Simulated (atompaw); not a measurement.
**Building the PAW (atompaw) potential for Pd (PBE, scalar-relativistic).**

atompaw 4.2.0.5 input, output lines left out:

```
Pd 46
GGA-PBE scalarrelativistic loggrid 1500 logderivrange -2 5 176
5 5 4 0 0 0
5 0 0
5 1 0
0 0 0
c
c
c
c
v
c
c
c
v
c
v
2
3.00 2.50 2.90 2.30
y
0.6
n
y
2.5
n
y
4.6
n
custom rrkj gramschmidtortho sinc
3 0 ultrasoft
3.00
3.00
3.00
3.00
3.00
3.00
```

All-electron outer shells of the reference configuration (PBE, scalar-relativistic, ld1.x):

```
shell  level (eV)  outermost node (bohr)  outermost maximum (bohr)
   4s      -85.33                   0.45                      0.85
   4p      -51.20                   0.46                      0.91
   4d       -4.05                   0.45                      1.10
   5s       -3.32                   1.15                      2.67
   5p       -0.31                   1.32                      4.52
```

(1) Estimate the cutoffs (Ry, on a coarse ladder) from which the occupation-weighted sum of valence levels, in a spherical-Bessel basis at the reference potential, stays within 10 and 1 mRy of its value at 400 Ry.

(2) Does the potential have ghost states?

(3) Is the overlap operator S = 1 + Σ q|β⟩⟨β| positive definite (Bessel basis up to 400 Ry)?

## Answers

(1) 12 Ry and 18 Ry.

(2) No extra level below or beside the all-electron valence levels (s, p, d, f tested).

(3) Yes: its lowest eigenvalue is 0.37 (s channel).
